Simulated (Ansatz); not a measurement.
`COB(F)S` + CH₃OH → `COB(F)OC` + H₂S  (ligand exchange at a B–S bond)

Gas-phase electronic energies from Ansatz, PBE0-D4/def2-TZVP geometries. CCSD(T)/CBS is the MP2 limit (def2-TZVPP, def2-QZVPP) plus CCSD(T) − MP2 in def2-TZVPP, frozen cores. This one scheme is used for every species. DFT in def2-TZVPP. One conformer a species, not always the lowest.

```
             level  ΔE (kcal/mol)
            PBE-D4          -13.8
   CCSD/def2-TZVPP          -17.6
CCSD(T)/def2-TZVPP          -16.9
     HF/def2-QZVPP          -20.1
```

(1) What does CCSD(T)/CBS give? (Best estimate.)

Largest T1 diagnostic among the species: 0.012.

## Answers

(1) Computed: -16.4 kcal/mol. The listed levels differ from it by 2.6, -1.2, -0.5, -3.7 kcal/mol.

From PBE to PBE0 (25 % exact exchange), in def2-TZVPP and without D4, ΔE moves by −1.2 kcal/mol. In def2-TZVPP, CCSD(T) changes the Hartree–Fock value by +3.0 kcal/mol (the triples alone add +0.7 kcal/mol) and MP2 by +3.9 kcal/mol.
